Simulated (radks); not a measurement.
Question: These are the eigenvalues of the occupied orbitals of an atom or ion with whole-number occupations (eV). Calculated with a radial shooting solver on a logarithmic mesh with Libxc functionals: scalar-relativistic Kohn-Sham, LDA (Slater exchange, Perdew-Wang correlation), spin-unpolarised, spherical densities, point nucleus.

1s: -43361.64
2s: -7015.507
2p: -6274.509
3s: -1522.425
3p: -1288.725
3d: -963.7226
4s: -303.2429
4p: -226.6479
4d: -117.7597
5s: -41.8215
5p: -23.3926
6s: -4.3317
4f: -3.1405
6p: -1.8332

Which element is it, and in what charge state? The configuration may be excited.

Answer: Z = 60, neodymium, charge 0: Nd in [Xe] 4f4 6s1 6p1. The list shows which subshells hold electrons but not how many an open one holds; the 1s level, -1593.5 hartree, gives Z - s = 56.5 by -(Z - s)^2/2, which with screening and relativity narrows Z to a few neighbours, and the depths of the outer levels then fix element, charge and occupations together.
